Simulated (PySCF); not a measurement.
VF2, SMILES [F][V][F] (connectivity only; charge and spin as stated), neutral, multiplicity 4.

Coordinates come from a PBE-D3(BJ)/def2-TZVP optimisation. The multiplicity is an assumed one; other spin states were not compared.

Calculation: PBE-D3(BJ)/def2-TZVP (PySCF).

Frequencies are harmonic and unscaled.

```json
[
 {"mode": "1", "ν (cm⁻¹)": "80", "IR (km/mol)": "13.1", "moving atoms (share of kinetic energy)": "F 60 %, V 40 %"},
 {"mode": "2", "ν (cm⁻¹)": "622", "IR (km/mol)": "9.9", "moving atoms (share of kinetic energy)": "F 98 %"},
 {"mode": "3", "ν (cm⁻¹)": "761", "IR (km/mol)": "248.5", "moving atoms (share of kinetic energy)": "F 58 %, V 42 %"}
]
```
